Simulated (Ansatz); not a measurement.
The same path of FH$_{4}$NOSi (8 atoms, charge 0, multiplicity 1) was run twice with different band settings. Lost on the way: Si1–H2, Si1–O3. Made: H2–O3.

The calculation used RKS PBE0-D4/def2-SVP (Ansatz 0.2.0).

Relaxed end points:

```xyz
8
Properties=species:S:1:pos:R:3
Si 0.095 0.032 0.239
H -0.412 -0.135 1.620
O 1.734 0.184 0.099
H 2.223 -0.640 0.014
N -0.599 1.418 -0.443
H -1.520 1.745 -0.183
H -0.258 1.833 -1.302
F -0.275 -1.366 -0.518
```

```xyz
8
Properties=species:S:1:pos:R:3
Si -0.860 0.077 0.346
H 1.508 -0.419 1.713
O 1.419 0.021 0.857
H 1.560 -0.679 0.201
N -0.821 1.412 -0.738
H -0.359 1.416 -1.644
H -1.197 2.318 -0.487
F -0.262 -1.076 -0.722
```

Common settings: movable images 5; climbing image yes; spring 5.0 eV/Å²; optimiser quadratic models (default); start path through a guess of the saddle point; iteration limit 60; end points relaxed.

| run | force threshold |
| --- | --- |
| 1 | 0.05 eV/Å |
| 2 | 0.2 eV/Å |

Question: What does each run give, and how far can it be trusted?

Answer: Run 1: converged after 17 iterations, highest image 3.305 eV above the first end. Neighbouring images differ by up to 3.0 eV, so the band resolves the path poorly. A vibrational analysis at the climbing image gives one clearly imaginary mode, 1454i cm⁻¹: a first-order saddle point.
Run 2: converged after 14 iterations, highest image 3.312 eV above the first end. The threshold of 0.2 eV/Å is loose, so the images may lie well off the minimum-energy path. Neighbouring images differ by up to 3.0 eV, so the band resolves the path poorly. The order of the point at the top wasn't checked.
The orbitals stay closed-shell, which can raise the energy where a bond breaks towards radicals; this wasn't checked here.
